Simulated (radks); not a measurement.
Values are calculated unless marked as measured or tabulated.
Species: Ag18+. Configuration: [Ar] 3d9.5 4s1 4d0.5 (fractional occupations, a model configuration). Level of theory: scalar-relativistic Kohn-Sham, LDA (Slater exchange, Perdew-Wang correlation), spin-polarised, spherical densities, finite nucleus; open shells are filled with parallel spins first (spin-orbit coupling, left out, can overturn this in heavy ions); Fermi nuclear charge, rms radius 4.5454 fm (a radial shooting solver on a logarithmic mesh with Libxc functionals). Some entries of the table are withheld. Estimate them.

orbital,occ.,eigenvalue (eV),<r^2> (bohr^2),r(max) (bohr)
1s up,1,-25808.97,0.001311,0.02018
1s down,1,-25808.43,0.001311,0.02018
2s up,1,-4226.666,0.02144,0.1140
2s down,1,-4225.034,0.02144,0.1140
2p up,3,-3846.934,0.01686,0.09107
2p down,3,-3845.586,0.01686,0.09106
3s up,1,-1154.776,0.1509,0.3302
3s down,1,-1152.740,0.1507,0.3303
3p up,3,-1029.674,0.1506,0.3225
3p down,3,-1027.579,0.1504,0.3225
3d up,5,-834.5852,0.1324,0.2684
3d down,4.5,-832.2816,0.1321,0.2685
4s up,1,(1),0.6809,0.7530
4s down,0,(2),0.6799,0.7507
4p up,0,(3),0.7295,0.7762
4p down,0,(4),0.7296,0.7739
4d up,0.5,-385.4541,0.7949,0.7993
4d down,0,-379.1473,0.7972,0.7968
5s up,0,-276.0792,2.055,(5)
5s down,0,-273.1120,2.089,(6)

Answer. 
(1) 4s up eigenvalue (eV): -496.8036
(2) 4s down eigenvalue (eV): -490.3823
(3) 4p up eigenvalue (eV): -452.6666
(4) 4p down eigenvalue (eV): -446.2279
(5) 5s up r(max) (bohr): 1.387
(6) 5s down r(max) (bohr): 1.396
